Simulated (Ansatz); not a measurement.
Isolated molecules relaxed with PBE0-D4/def2-TZVP in Ansatz; ΔE leaves out vibrations. CCSD(T)/CBS adds triple-zeta CCSD(T) − MP2 to the extrapolated MP2 energy (def2 sets, frozen cores). Functionals use def2-TZVPP. B3LYP here is the variant with VWN-RPA as its local correlation; programs differ in this. One conformer a species, not always the lowest.

`O[SiH]([SiH3])CCl` + `O[BH][AlH2]` → `[AlH2][BH]O[SiH3]` + `O[SiH2]CCl`  (cleavage of the Si–Si bond)

| level | ΔE (kJ/mol) | difference from CCSD(T)/CBS |
| --- | --- | --- |
| PBE-D4 | -58.0 | 27.6 |
| r2SCAN-D4 | -77.5 | 8.1 |
| PBE0-D4 | -66.3 | 19.3 |
| B3LYP-D4 | -83.6 | 2.0 |
| ωB97X-V | -81.9 | 3.7 |
| ωB97M-V | -86.8 | -1.2 |
| B2PLYP | -90.4 | -4.8 |
| PBE | -60.0 | 25.6 |
| r2SCAN | -78.2 | 7.4 |
| PBE0 | -68.3 | 17.3 |
| B3LYP | -86.6 | -1.0 |
| HF/def2-TZVPP | -113.0 | -27.4 |
| MP2/def2-TZVPP | -92.5 | -6.9 |
| SCS-MP2/def2-TZVPP | -97.5 | -11.9 |
| CCSD/def2-TZVPP | -88.8 | -3.2 |
| CCSD(T)/def2-TZVPP | -85.1 | 0.5 |
| HF/def2-QZVPP | -115.5 | -29.9 |
| MP2/def2-QZVPP | -93.6 | -8.0 |
| SCS-MP2/def2-QZVPP | -98.4 | -12.8 |
| HF/CBS(def2) | -115.8 | -30.2 |
| MP2/CBS(def2) | -93.0 | -7.4 |
| CCSD/CBS(def2) | -89.3 | -3.7 |
| CCSD(T)/CBS | -85.6 | 0 |

Largest T1 diagnostic among the species: 0.014.

In def2-TZVPP, CCSD(T) changes the Hartree–Fock value by +27.9 kJ/mol (the triples alone add +3.7 kJ/mol) and MP2 by +20.6 kJ/mol. From PBE to PBE0 (25 % exact exchange), in def2-TZVPP and without D4, ΔE moves by −8.3 kJ/mol. The D4 term adds +3.1 kJ/mol with B3LYP and +1.9 kJ/mol with PBE0; it sums over pairs of atoms, weighted by their polarisabilities, and B3LYP, whose exchange is more repulsive, gets the larger term.
